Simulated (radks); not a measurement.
The numbers below are computed, except where a source is named.
Valence configurations of Yb2+ (all share [Xe]). Level of theory: non-relativistic Kohn-Sham, PBEsol, spin-polarised, spherical densities, point nucleus; open shells are filled with parallel spins first (spin-orbit coupling, left out, can overturn this in heavy ions); relativity is left out, which matters for an element this heavy (a radial shooting solver on a logarithmic mesh with Libxc functionals). Energies are relative to 4f14; eigenvalues in eV for spin up.

| valence | E (eV) | moment (Bohr magnetons) | e(4f) | e(5d) | e(6p) | e(6s) |
|---|---|---|---|---|---|---|
| 4f14 | 0.000 | 0 | -21.568 | - | - | - |
| 4f13 6s1 | 11.297 | 2 | -32.740 | - | - | -16.722 |
| 4f13 6p1 | 15.465 | 2 | -33.822 | - | -13.089 | - |
| 4f13 5d1 | 10.107 | 2 | -29.425 | -15.959 | - | - |
| 4f12 6s2 | 31.833 | 2 | -45.201 | - | - | -18.406 |
| 4f13.5 5d0.5 | 4.464 | 1 | -25.408 | -14.882 | - | - |
| 4f12.5 5d1.5 | 17.026 | 3 | -33.604 | -16.988 | - | - |
| 4f12 5d2 | 25.310 | 4 | -37.934 | -17.975 | - | - |
| 4f13.5 6s0.5 | 4.724 | 1 | -26.987 | - | - | -15.325 |

NIST lists [Xe] 4f14 as the ground configuration; this level of theory agrees among the configurations tried. The energies are those of spherical high-spin densities, not of single terms. Relativity is left out, which favours d and f over s occupation in heavy atoms.
